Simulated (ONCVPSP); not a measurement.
## Zn: excitation energies, all-electron against ONCV

Zn (Z = 30), optimised norm-conserving Vanderbilt (ONCV), made with ONCVPSP 4.0.1 (LDA (Perdew-Zunger), scalar-relativistic). Core [Ar] 3d10, reference 4s1 4p1. Waves: 4s: rc 2.10 bohr, ncon 3, nbas 7, qcut 2.9 1/bohr, 2 projectors, debl 1 Ha; 4p: rc 2.20 bohr, ncon 5, nbas 8, qcut 4 1/bohr, 2 projectors, debl 2.9 Ha. Local part: polynomial inside 1.35 bohr (lpopt 5, dvloc0 1 Ha). Core correction: Teter function, fcfact 3.75, rcfact 1.55.

Energies are relative to the spin-unpolarised reference configuration 4s1 4p1; without spin polarisation the order of configurations can differ from experiment.

```csv
valence configuration,charge,ΔE all-electron (eV),error AE − PS (meV)
4s2 4p0,0,-5.184,-25
4s0 4p1,+1,11.430,-85
```

(1) What are ΔE and the potential's error for 4s1.5 4p0?

(2) What are ΔE and the potential's error for 4s1 4p0?

Note: no bound ghost flagged; GHOST(+) flagged for s at 70.3 eV.

Results:

(1) ΔE = -1.106 eV all-electron; the error (AE − PS) is -6.6 meV.

(2) ΔE = 5.006 eV all-electron; the error (AE − PS) is -47 meV.
